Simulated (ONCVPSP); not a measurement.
## Transferability test, ONCV potential for cadmium (Cd)

- Element: cadmium
- Generator: ONCVPSP 4.0.1
- Type: optimised norm-conserving Vanderbilt (ONCV)
- Functional: Wu-Cohen
- Relativity: scalar-relativistic
- Frozen core: [Ar] 3d10
- Valence charge: 20
- Reference configuration: 4s2 4p6 4d10 5s1 (charge +1)
- Partial waves: 4s+5s: rc 1.15 bohr, ncon 3, nbas 8, qcut 9.8 1/bohr, 3 projectors, debl 0.5 Ha; 4p: rc 0.95 bohr, ncon 4, nbas 7, qcut 7.5 1/bohr, 3 projectors, debl 2.7 Ha; 4d: rc 1.20 bohr, ncon 4, nbas 7, qcut 6.8 1/bohr, 2 projectors, debl 1.8 Ha
- Local potential: polynomial inside 0.65 bohr (lpopt 5, dvloc0 3 Ha)
- Core correction: polynomial model core, fcfact 0.75

In the p channel the program set the typed energies aside and used -2.786, 0.250, 2.950 Ha.

Energies are relative to the spin-unpolarised reference configuration 4s2 4p6 4d10 5s1; without spin polarisation the order of configurations can differ from experiment.

Task: Give the all-electron excitation energy and the error of the potential for: 4s2 4p6 4d10 5s2; 4s2 4p6 4d10 5s0; 4s2 4p6 4d9 5s0; 4s2 4p6 4d9 5s2.

Result:

| valence configuration | charge | ΔE all-electron (eV) | error AE − PS (meV) |
| --- | --- | --- | --- |
| 4s2 4p6 4d10 5s2 | 0 | -9.314 | +1.4 |
| 4s2 4p6 4d10 5s0 | +2 | 17.092 | -3.0 |
| 4s2 4p6 4d9 5s0 | +3 | 55.114 | -6.9 |
| 4s2 4p6 4d9 5s2 | +1 | 8.663 | +0.1 |

Levels in the configuration 4s2 4p6 4d10 5s0:

```csv
level,all-electron (eV),pseudo (eV)
4s,-124.785,-124.796
4p,-85.882,-85.890
4d,-30.459,-30.459
```

Note: ghosts flagged at negative energy: p at -1120.6 eV; GHOST(+) flagged for s at 30.9 eV, p at 565.5 eV. A true bound ghost makes a file unfit for plane-wave use.
